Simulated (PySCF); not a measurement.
Zn(Et)(SH) cation (C2H6SZn), SMILES [Zn]([CH2]C)[SH] (connectivity only; charge and spin as stated), charge +1, multiplicity 2. Atoms are numbered in the order given.

```xyz
10

Zn     0.2253     0.0783     0.2085
C      0.8553    -1.7534    -0.5148
C      0.4893    -1.9384    -1.9502
H      0.3689    -2.4293     0.2053
H      1.9277    -1.6009    -0.2962
H      0.9363    -1.1924    -2.6245
H     -0.5959    -2.0070    -2.1208
H      0.9056    -2.9231    -2.2693
S     -1.0762     1.7859     0.8438
H     -1.1501     1.3796     2.1400
```
Charge +1, spin multiplicity 2.

Coordinates come from a B3LYP-D3(BJ)/def2-SVP optimisation. The spin state was assumed, not searched. The isomer is the one that the SMILES or the coordinates give; other isomers of the formula were not compared. Other conformers were not sampled.

The numbers are results of B3LYP/def2-TZVP (PySCF), not measurements.

ESP charges are fitted to the potential on shells at 1.4 to 2.0 van der Waals radii. Atomic charges (e):

```json
[
 {"atom": "Zn1", "Mulliken": "0.48", "ESP fit": "0.59", "Mulliken spin": "0.08"},
 {"atom": "C2", "Mulliken": "-0.16", "ESP fit": "-0.09", "Mulliken spin": "0.38"},
 {"atom": "C3", "Mulliken": "-0.38", "ESP fit": "-0.14", "Mulliken spin": "0.00"},
 {"atom": "H4", "Mulliken": "0.19", "ESP fit": "0.09", "Mulliken spin": "0.00"},
 {"atom": "H5", "Mulliken": "0.18", "ESP fit": "0.13", "Mulliken spin": "0.01"},
 {"atom": "H6", "Mulliken": "0.16", "ESP fit": "0.10", "Mulliken spin": "0.01"},
 {"atom": "H7", "Mulliken": "0.17", "ESP fit": "0.07", "Mulliken spin": "0.01"},
 {"atom": "H8", "Mulliken": "0.20", "ESP fit": "0.14", "Mulliken spin": "0.07"},
 {"atom": "S9", "Mulliken": "-0.03", "ESP fit": "-0.06", "Mulliken spin": "0.44"},
 {"atom": "H10", "Mulliken": "0.20", "ESP fit": "0.17", "Mulliken spin": "-0.01"}
]
```
